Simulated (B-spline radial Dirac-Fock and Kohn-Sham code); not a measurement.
## What relativity does to the binding energies of Nd³⁷⁺

System: neodymium as Nd³⁷⁺, [Ar] 3d5.

Both columns are ΔSCF binding energies of the configuration average from an atomic code on a B-spline grid: non-relativistic Hartree-Fock with a point nucleus, and Dirac-Fock with a finite nucleus and the Coulomb interaction alone, averaged over the two j levels with weights 2j+1.

```tsv
shell	Hartree-Fock (eV)	Dirac-Fock (eV)	shift (eV)	shift (%)
1s	43346.0	45624.8	+2278.87	+5.26
2s	8377.8	8975.5	+597.74	+7.13
2p	8030.8	8228.6	+197.82	+2.46
3s	3018.8	3179.4	+160.67	+5.32
3p	2870.0	2934.5	+64.45	+2.25
3d	2638.4	2638.7	+0.32	+0.01
```

Relativity binds 1s, 2s, 2p, 3s, 3p, 3d more strongly, among those listed most of all 2s in relative terms.

Values without a named source are computed, but for edge energies of neutral atoms, which are taken from tables.
